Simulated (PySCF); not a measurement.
**SiF₄ + CF₂ → SiF₂ + CF₄**

Level: PBE in the def2-TZVP basis family, all electrons, no relativity, computed in PySCF with density fitting; open shells unrestricted.

```tsv
species	state and structure	E (Eh)	ZPE (kJ/mol)	H(298 K) − H(0) (kJ/mol)	S° (J/(mol K))
SiF₄	singlet, Td, Si–F 1.580 Å (×4)	-688.80966	32.0	15.7	285.1
CF₂	singlet, C2v, C–F 1.318 Å (×2); F–C–F 104.6°	-237.57582	17.2	10.4	241.4
SiF₂	singlet, C2v, Si–F 1.624 Å (×2); F–Si–F 101.1°	-489.04043	11.6	11.4	258.0
CF₄	singlet, Td, C–F 1.337 Å (×4)	-437.27681	42.4	13.0	263.3
```

What is the electronic reaction energy?

At PBE/def2-TZVP, ΔE = 179.2 kJ/mol from the differences of the total energies times 2625.5, uphill. Here the heavier silicon holds on to the higher oxidation state.

Add zero-point, thermal and entropy terms for 298.15 K and 1 bar.

ΔZPE = 4.8 and Δ[H(298) − H(0)] = -1.7 kJ/mol give ΔH° = 182.3 kJ/mol. ΔS° = -5.2 J/(mol K), so ΔG° = 182.3 − 298.15 × (-0.0052) = 184 kJ/mol.

Each species is the lowest minimum found with this bonding; other isomers or fragments can lie lower.
